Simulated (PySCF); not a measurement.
# Spinor energies of Nd²⁺ (neodymium, charge +2)

Start: [Xe] 4f4; 4f5/2 filled at m_j = -1/2, +1/2, +3/2, +5/2. Calculated with PySCF 2.14 in x2c-TZVPPall-2c: generalised Hartree-Fock with the X2C-1e Hamiltonian and a Gaussian nucleus; one run each with spin-orbit coupling (SO) switched off, then screened by Boettger's factors.

| spinor shell | electrons | ε, spin-free (eV) | ε, screened SO (eV) | weight of nominal j (screened SO) | rms radius, screened SO (bohr) |
| --- | --- | --- | --- | --- | --- |
| 1s1/2 | 2 | -43795.5 | -43788.9 | 1.000 | 0.0269 |
| 2s1/2 | 2 | -7207.2 | -7205.1 | 1.000 | 0.109 |
| 2p1/2 | 2 | -6437.7 | -6802.4 | 1.000 | 0.0938 |
| 2p3/2 | 4 | -6437.7 | -6278.3 | 1.000 | 0.0998 |
| 3s1/2 | 2 | -1620.5 | -1619.8 | 1.000 | 0.283 |
| 3p1/2 | 2 | -1372.5 | -1447.1 | 1.000 | 0.275 |
| 3p3/2 | 4 | -1372.5 | -1339.4 | 1.000 | 0.288 |
| 3d3/2 | 4 | -1028.0 | -1041.9 | 0.997 | 0.260 |
| 4s1/2 | 2 | -352.61 | -352.38 | 1.000 | 0.645 |
| 4p1/2 | 2 | -268.72 | -286.15 | 0.982 | 0.668 |
| 4p3/2 | 4 | -268.72 | -260.82 | 0.991 | 0.694 |
| 4d3/2 | 4 | -146.23 | -152.53 | 0.772 | 0.762 |
| 4d5/2 | 6 | -146.23 | -141.80 | 0.848 | 0.767 |
| 5s1/2 | 2 | -62.815 | -62.772 | 1.000 | 1.59 |
| 5p1/2 | 2 | -40.165 | -42.998 | 0.926 | 1.78 |
| 5p3/2 | 4 | -40.165 | -38.878 | 0.963 | 1.88 |
| 4f5/2 | 4 | -24.643 | -24.651 | 0.700 | 1.14 |

Where does 3d5/2 lie, and what is the 3d spin-orbit splitting (screened SO)?

At -1018.1 eV, 23.800 eV above 3d3/2.

| quantity | spin-free | screened SO |
| --- | --- | --- |
| E (hartree) | -9616.93154 | -9621.74933 |
| M_J | 4 | 4 |
| ⟨J²⟩ | 24.011 | 23.434 |
| ⟨L²⟩ | 42.007 | 41.889 |
| ⟨S²⟩ | 6.004 | 5.996 |

The determinant has a definite M_J but mixes levels of different J.

Each row is a mean over spinors that exchange with the open shell spreads, by up to 10.035 eV (4d3/2).

Rows whose weight is well below 1 are mixtures of j = l ± 1/2: exchange outweighs spin-orbit coupling there, and the label is only the starting occupation.

Breit and QED terms are absent; they matter most for the inner s and p1/2 levels.

Densities and radii are taken from the X2C orbitals without a picture-change correction, which distorts them close to the nucleus.

Without spin-orbit coupling the j labels of p, d and f shells carry no meaning; the spin-free column gives the mean over the occupied spinors of each nl shell, and its ⟨J²⟩ belongs to a mixture of degenerate components.
